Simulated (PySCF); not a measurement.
Two structures of SiH2OF2, closed shell, reached by relaxing down either side of one saddle point (PBE0-D4/def2-TZVP). Energies are electronic, without zero-point energy. PySCF 2.14 with density fitting (its default auxiliary sets; JK sets also for MP2 and CCSD(T)); basis: def2-TZVPP and def2-QZVPP; cores frozen in the correlated methods. Extrapolation: Hartree–Fock as exp(−7.88 √X), correlation as X^−2.97. First:

```xyz
6
angstrom
Si -0.0120 -0.8812 -0.8927
F 1.4381 -0.1385 -1.0080
F -0.9812 0.3835 -1.2526
H -0.6702 0.6460 1.0828
O -0.0489 -0.0929 1.1287
H 0.8269 0.2971 1.2510
```

Second:

```
6
angstrom
Si -0.3852 -0.2812 -0.0659
F 0.6444 -1.2875 -0.7259
F -1.1718 0.3733 -1.2750
H -1.3105 -1.0055 0.8050
O 0.3746 0.8399 0.8120
H 1.0246 1.4198 0.4127
```

(1) Which bonds change from the first to the second?

(2) Give the saddle point's structure and its height above each. (An estimate is asked for; the value comes from the calculation.)

No T1 diagnostic of these runs exceeds 0.015. The restricted Hartree–Fock reference is unstable towards an unrestricted one at one or more of these structures.

## Answers

(1) SiF₂ + H₂O → SiH₂OF₂ ([OH][SiH]([F])[F]); bonds formed: Si1–H4, Si1–O5; bonds broken: H4–O5.

(2) Computed: 129.7 kJ/mol above the first and 353.8 kJ/mol above the second (CCSD(T) at an estimated basis limit (MP2 extrapolated from triple and quadruple zeta, plus CCSD(T) − MP2 in triple zeta)).
Si1  (-0.385, -0.584, -0.389)
F2  (0.744, -1.646, -0.754)
F3  (-0.363, 0.444, -1.617)
H4  (-0.815, -0.010, 1.079)
O5  (0.374, 0.420, 0.920)
H6  (0.445, 1.375, 0.762)
(Å)

Losses and insertions of silylenes and their heavier kin drive the gas-phase chemistry of silicon and germanium vapour deposition.

Labels in which every atom is bracketed show which atoms are joined, not bond orders.

For scale, one of the runs: CCSD(T)/def2-TZVPP, 163 basis functions, launched by `OMP_NUM_THREADS=4 python run.py`. Time: 2.8 min of wall clock on 4 CPU threads of an Arm Neoverse V2; the host was shared. Peak host memory: 1.6 GiB.
